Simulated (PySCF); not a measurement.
C₅H₅, SMILES [C]1=CCC=C1, multiplicity 2.

Geometry: PBE0-D3(BJ)/def2-SVP. The isomer is the one that the SMILES or the coordinates give; other isomers of the formula were not compared. The values are those of a single conformer.

These are PBE0-D3(BJ)/def2-SVP run with PySCF values and carry that method's errors.

Harmonic, unscaled wavenumbers; measured fundamentals usually lie a few per cent lower.

Q: Give all harmonic wavenumbers and intensities. (An estimate is asked for; the answer gives what the named calculation found.)

A: 
| mode | ν (cm⁻¹) | IR (km/mol) | moving atoms (share of kinetic energy) |
|---|---|---|---|
| 1 | 335 | 7.3 | H 63 %, C 37 % |
| 2 | 531 | 8.9 | C 76 %, H 24 % |
| 3 | 670 | 0.3 | H 84 %, C 16 % |
| 4 | 697 | 47.8 | H 75 %, C 25 % |
| 5 | 783 | 1.0 | C 90 %, H 10 % |
| 6 | 790 | 10.2 | C 90 %, H 10 % |
| 7 | 893 | 22.3 | C 51 %, H 49 % |
| 8 | 932 | 12.8 | C 54 %, H 46 % |
| 9 | 957 | 0.0 | H 75 %, C 25 % |
| 10 | 980 | 12.8 | H 67 %, C 33 % |
| 11 | 1059 | 4.8 | H 53 %, C 47 % |
| 12 | 1098 | 0.5 | H 87 %, C 13 % |
| 13 | 1111 | 2.5 | H 61 %, C 39 % |
| 14 | 1204 | 1.9 | H 70 %, C 30 % |
| 15 | 1263 | 2.9 | C 66 %, H 34 % |
| 16 | 1359 | 21.5 | H 80 %, C 20 % |
| 17 | 1377 | 1.1 | H 52 %, C 48 % |
| 18 | 1585 | 1.4 | C 93 % |
| 19 | 1640 | 0.6 | C 94 % |
| 20 | 3049 | 2.7 | H 94 % |
| 21 | 3096 | 1.2 | H 91 %, C 9 % |
| 22 | 3234 | 0.3 | H 92 %, C 8 % |
| 23 | 3260 | 2.0 | H 91 %, C 9 % |
| 24 | 3262 | 1.5 | H 91 %, C 9 % |
